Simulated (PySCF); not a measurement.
Electron correlation in F⁺ (fluorine, charge +1)

[He] 2s2 2p4, high-spin 3P determinant. Calculation: PySCF 2.14, in aug-cc-pwCVTZ (7s6p4d2f, 59 functions); the non-relativistic Hamiltonian (point nucleus). Frozen: 1s2; 6 electrons correlated.

| level | correlation energy (mhartree) |
| --- | --- |
| CCSD | -166.37 |
| (T) | -2.40 |
| CCSD(T) | -168.77 |

Diagnostics: T1 = 0.0042, D1 = 0.0084, largest double amplitude 0.025.

Is a single reference adequate?

Yes: T1 lies below 0.03 and no double amplitude reaches 0.07.
